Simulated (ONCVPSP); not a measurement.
Configuration tests for In (ONCV)

In, optimised norm-conserving Vanderbilt (ONCV), made with ONCVPSP 4.0.1 (PBE, scalar-relativistic). Core [Kr] 4d10, reference 5s2 5p0.75 (charge +0.25). Waves: 5s: rc 2.25 bohr, ncon 3, nbas 7, qcut 2.6 1/bohr, 1 projector; 5p: rc 2.60 bohr, ncon 3, nbas 6, qcut 3.7 1/bohr, 2 projectors, debl 0.4 Ha; d scattering state at 0.45 Ha: rc 2.20 bohr, ncon 4, nbas 8, qcut 4 1/bohr, 1 projector. Local part: polynomial inside 2.10 bohr (lpopt 5, dvloc0 2 Ha). Core correction: Teter function, fcfact 3.75, rcfact 1.65.

Energies are relative to the spin-unpolarised reference configuration 5s2 5p0.75; without spin polarisation the order of configurations can differ from experiment.

Question: Give the all-electron excitation energy and the error of the potential for: 5s2 5p1; 5s2 5p0; 5s1 5p0; 5s2 5p0.5.

Answer:

| valence configuration | charge | ΔE all-electron (eV) | error AE − PS (meV) |
| --- | --- | --- | --- |
| 5s2 5p1 | 0 | -0.796 | -4.3 |
| 5s2 5p0 | +1 | 4.568 | -56 |
| 5s1 5p0 | +2 | 23.803 | -397 |
| 5s2 5p0.5 | +0.5 | 1.145 | -5.7 |
